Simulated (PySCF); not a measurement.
N-methylmethanimine (C2H5N), SMILES N(=C)C. Geometry: PBE-D3(BJ)/def2-TZVP.

Computed with PBE-D3(BJ)/def2-TZVP in PySCF 2.14.0.

Harmonic wavenumbers (cm⁻¹): 221, 464, 678, 951, 1015, 1083, 1100, 1192, 1375, 1420, 1423, 1454, 1685, 2893, 2898, 3003, 3023, 3057. Rotational constants (GHz): 52.87, 10.62, 9.361; symmetry number 1.

Question: Work out the zero-point energy and the ideal-gas rigid-rotor harmonic-oscillator thermochemistry at 298.15 K and 1 atm.

Answer: ZPE = ½ Σ hcν = ½ × 28936 cm⁻¹ = 41.37 kcal/mol. H − E(el) = 44.41 kcal/mol. Entropy in cal/(mol K): translation 37.21, rotation 21.64, vibration 3.49, total 62.34. G − E(el) = 25.83 kcal/mol. Cp = 13.98 cal/(mol K).
